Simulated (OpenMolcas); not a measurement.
Ag3+ among 5 point charges of -2 e arranged as a square pyramid (C4v), 2.06 Å from the ion, with the axial distance 1.998 Å.

```
Program             : OpenMolcas
Method              : CASSCF
Basis               : ANO-RCC-VDZP [6s5p3d1f]
Scalar Hamiltonian  : DKH2, point nucleus
Active space        : 8 electrons in 5 orbitals (4d)
State averaging     : 2S+1 = 3 even, 10 roots; 2S+1 = 1 even, 15 roots
Spin-orbit coupling : RASSI with atomic mean-field integrals over the reference wave functions
```

What is the spin-free ground state?

A state of multiplicity 3, 1-fold in its orbital part, 100 % from free-ion F terms; it has the highest spin that d8 allows.

Where is the first state of the same spin?

A 2-fold state lies at 1400 cm-1 above the ground state.

What are the lowest two levels with spin-orbit coupling?

A 2-fold level with g = 0.00, 0.00, 5.16, then a 1-fold level 37.1 cm-1 above it. Their leading multiplicities are 3 (99 %) and 3 (99 %).

What is χT at 300 K, and how does it compare with the textbook value?

The lowest level has 2S+1 = 3, for which the spin-only value is χT = S(S+1) / 2 = 1.000 cm3 K/mol (g = 2). The computed 2.778 at 300 K differs by +1.778, through orbital momentum, spin-orbit coupling and any other state in reach.

Spin-orbit coupling mixes the spin-free states strongly: the lowest level takes only 66 % from its leading state, an unlabelled state of the same spin as most of the rest. Without dynamic correlation the repulsion within the d shell is too large (B by tens of per cent), so at a given field states of lower spin stand too high. Real 4d8 and 5d8 ions are as a rule square planar and diamagnetic. This shell can be high or low spin here, a state of another spin lies low, and with metal d orbitals alone active their balance is uncertain, so the ground spin may be wrong. Point charges give a weaker field than real ligands, and real ions of this kind are as a rule low spin; the high spin found here belongs to the model. Point charges carry no covalency, so the field is a model and not that of real ligands. An unlabelled pair can be two single states that coincide in this model. No measured value stands beside these numbers.

With an even number of electrons the g values are those of a degenerate or nearly degenerate non-Kramers pair.
